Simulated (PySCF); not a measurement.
Numbering as in the mapped SMILES `[CH3:1][CH:2]([CH3:3])/[C:4](=[CH:5]\[SiH3:6])[CH2:7][SiH3:8]` (H(Xn): hydrogen on atom n).

Level of theory: geometry: GFN2-xTB, PBE0/pcSseg-1 with gauge-including orbitals, in PySCF 2.14.0 with density-fitted response routines (non-relativistic, one averaged value for each set of equivalent atoms, single conformer, gas phase).

Shifts are taken against calculated references (same method and geometry level): ¹³C (σref 186.93) and ¹H (σref 31.72) and ²⁹Si (σref 349.16) vs TMS.

| atoms | nucleus | count | δ (ppm) |
| --- | --- | --- | --- |
| Si6 | ²⁹Si | 1 | -91.0 |
| C2 | ¹³C | 1 | 42.5 |
| H(C2) | ¹H | 1 | 2.52 |
| H(C5) | ¹H | 1 | 5.36 |
| Si8 | ²⁹Si | 1 | -60.7 |
| H(C7) | ¹H | 2 | 1.87 |
| C1/C3 | ¹³C | 2 | ? |
| C7 | ¹³C | 1 | 18.1 |
| C4 | ¹³C | 1 | 177.6 |
| H(Si8) | ¹H | 3 | ? |
| H(Si6) | ¹H | 3 | ? |
| H(C1)/H(C3) | ¹H | 6 | 1.12 |
| C5 | ¹³C | 1 | ? |

Task: Fill in the missing shifts.

Result: 
- C5: 114.6 ppm, alkene CH; an sp2 carbon of a C=C bond
- C1/C3: 23.4 ppm, methyl carbon; aliphatic region, no heteroatom directly attached
- H(Si6): 4.17 ppm, hydrogen on a silicon bonded to C
- H(Si8): 3.95 ppm, hydrogen on a silicon bonded to C

Shifts are as computed. Against solution values, carbons near 30 ppm lie about +3 ppm off and those near 130 ppm about +5 ppm. Of 1211 compounds with measured shifts, 218 miss one by over three times the rms of a fit or turn the order of signals round; such compounds aren't used in these exercises.
